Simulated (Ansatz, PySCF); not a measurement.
Gas-phase reaction in SMILES: FB(F)F -> F[B]F + F atom (the B-F bond at the site shown breaks; other sites are not compared here)
Each molecule is optimised on its own at B3LYP-D3(BJ)/def2-TZVP (Ansatz, a first-principles code).

Wanted: bond dissociation energy (enthalpy at 298 K, with B3LYP-D3(BJ) rigid-rotor harmonic-oscillator terms from PySCF), in eV. Cores are frozen in the correlated levels unless marked. Open shells are spin-unrestricted. No spin-orbit coupling. Non-relativistic. CBS marks a two-point X^-3 extrapolation of the correlation energy; Hartree-Fock from the larger set.

CCSD(T)/CBS(cc-pVTZ,cc-pVQZ) (Ansatz) gives 7.46 eV.

### Question
Another calculation gave 7.17 eV. Which level was it?
(A) HF/def2-TZVPD (PySCF)
(B) BLYP/def2-TZVPD (Ansatz)
(C) r2SCAN0/def2-TZVPD (Ansatz)
(D) B97M-V/def2-TZVPD (Ansatz)

### Answer
B, BLYP/def2-TZVPD (Ansatz). The others give 7.05 (r2SCAN0), 7.37 (B97M-V), 5.66 (HF) eV.
